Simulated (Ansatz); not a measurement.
```yaml
crystal:
  periodic: [false, false, false]
  atoms:
    - {symbol: C, position_ang: [-0.960021, -1.455037, 0.094603]}
    - {symbol: C, position_ang: [-0.073219, -0.808269, -0.133623]}
    - {symbol: C, position_ang: [1.111079, -0.558858, -1.205890]}
    - {symbol: C, position_ang: [0.337433, 0.163664, -2.785669]}
    - {symbol: C, position_ang: [-0.425195, 0.696184, 0.695981]}
    - {symbol: C, position_ang: [-1.451890, 0.647505, 1.306619]}
    - {symbol: C, position_ang: [0.839683, 0.859243, 1.405926]}
    - {symbol: H, position_ang: [-1.507174, -1.618352, 0.962297]}
    - {symbol: H, position_ang: [-0.509325, -2.637642, -0.414428]}
    - {symbol: H, position_ang: [1.556682, -0.345134, -0.891895]}
    - {symbol: H, position_ang: [1.215050, -1.725688, -1.266321]}
    - {symbol: H, position_ang: [-0.342563, -0.582577, -2.921500]}
    - {symbol: H, position_ang: [-0.093438, 0.890569, -2.395614]}
    - {symbol: H, position_ang: [1.054184, 0.116924, -3.435904]}
    - {symbol: H, position_ang: [-0.107603, 1.460420, -0.088526]}
    - {symbol: H, position_ang: [-1.715634, 1.783811, 1.733125]}
    - {symbol: H, position_ang: [-1.556252, 0.148145, 2.286224]}
    - {symbol: H, position_ang: [-2.481501, 0.800001, 0.661306]}
    - {symbol: H, position_ang: [1.891223, 0.893499, 0.859080]}
    - {symbol: H, position_ang: [0.680473, 0.430879, 2.210378]}
    - {symbol: H, position_ang: [0.962914, 1.996038, 2.009777]}
basis:
  gaussian: {orbitals: x2c-TZVPPall, fitting: {mean_field: cc-pVTZ-jkfit}}
hamiltonian: {xc: {name: HSE06}}
output: {forces: true}
```

```sh
$ ansatz run in.yaml --threads 2 --pin off --events-out ev --progress --plain --max-ram 32768MiB --backend cuda --devices 0, --max-vram 18GiB
```

Output, abridged:

```
Functional definition: HSE06
973 factors; integrals over basis functions are off by at most 7.2e-1 eV
973 factors; integrals over basis functions are off by at most 1.8e-7 eV
mean field evaluation 1: about -7427.3166 eV, gradient 1.1e2 eV
mean field evaluation 2: about -7365.4449 eV, gradient 1.9e2 eV
mean field evaluation 4: about -7455.8323 eV, gradient 1.7e1 eV
mean field evaluation 8: about -7456.4567 eV, gradient 4.7e-1 eV
mean field evaluation 16: about -7456.4572 eV, gradient 1.6e-4 eV
mean field -7456.45721027 eV, -274.0197483094 hartree, gradient 3.6e-5 eV, S^2 0.000000; 0 other end points of the search recorded, 0 dependent functions left out
reference -7456.45726318 eV, -274.0197502535 hartree; 28, 28 occupied and 385, 385 virtual orbitals, 973 factors
Total energy: -7456.45726318 eV, -274.0197502535 hartree
Relativity: scalar
Atom 0 at    -0.960021    -1.455037     0.094603 Å, force   -10.850775   -18.606676     1.075084 eV/Å
Atom 1 at    -0.073219    -0.808269    -0.133623 Å, force    14.954556    18.465201    -4.820080 eV/Å
Atom 2 at     1.111079    -0.558858    -1.205890 Å, force   -77.926096   -39.844575   -50.771179 eV/Å
Atom 3 at     0.337433     0.163664    -2.785669 Å, force     3.004455    -7.233591     5.240254 eV/Å
Atom 4 at    -0.425195     0.696184     0.695981 Å, force    18.820065     0.080733   -13.066859 eV/Å
Atom 5 at    -1.451890     0.647505     1.306619 Å, force   -19.687757     5.495005     9.366543 eV/Å
Atom 6 at     0.839683     0.859243     1.405926 Å, force     4.303712     8.108460    -3.606427 eV/Å
Atom 7 at    -1.507174    -1.618352     0.962297 Å, force    -1.622548     0.139604     0.848602 eV/Å
Atom 8 at    -0.509325    -2.637642    -0.414428 Å, force    -2.254565     2.120981     1.022626 eV/Å
Atom 9 at     1.556682    -0.345134    -0.891895 Å, force    73.966004    36.675379    50.267819 eV/Å
Atom 10 at     1.215050    -1.725688    -1.266321 Å, force     0.741414     2.122575    -1.162008 eV/Å
Atom 11 at    -0.342563    -0.582577    -2.921500 Å, force    -1.905132    -2.091232    -0.685086 eV/Å
Atom 12 at    -0.093438     0.890569    -2.395614 Å, force    -3.332049     7.354752     2.581046 eV/Å
Atom 13 at     1.054184     0.116924    -3.435904 Å, force     3.973792     0.731863    -3.841705 eV/Å
Atom 14 at    -0.107603     1.460420    -0.088526 Å, force    -2.231845    -0.682221     0.014404 eV/Å
Atom 15 at    -1.715634     1.783811     1.733125 Å, force     0.976437    -1.917732    -0.288862 eV/Å
Atom 16 at    -1.556252     0.148145     2.286224 Å, force    -0.118463    -0.597452    -0.758244 eV/Å
Atom 17 at    -2.481501     0.800001     0.661306 Å, force     2.120871    -1.739446     1.440012 eV/Å
Atom 18 at     1.891223     0.893499     0.859080 Å, force    -2.496881    -0.955300     1.165466 eV/Å
Atom 19 at     0.680473     0.430879     2.210378 Å, force     0.287598    -5.460578     7.903209 eV/Å
Atom 20 at     0.962914     1.996038     2.009777 Å, force    -0.722792    -2.165748    -1.924619 eV/Å
Dipole moment:     0.029813     0.151946    -0.071213 e Å
```

Hardware: 2 threads of an AMD EPYC 7R13 on a shared host and a share of an NVIDIA H100 80 GB. Wall time 7.5 s, peak host memory 0.91 GiB.
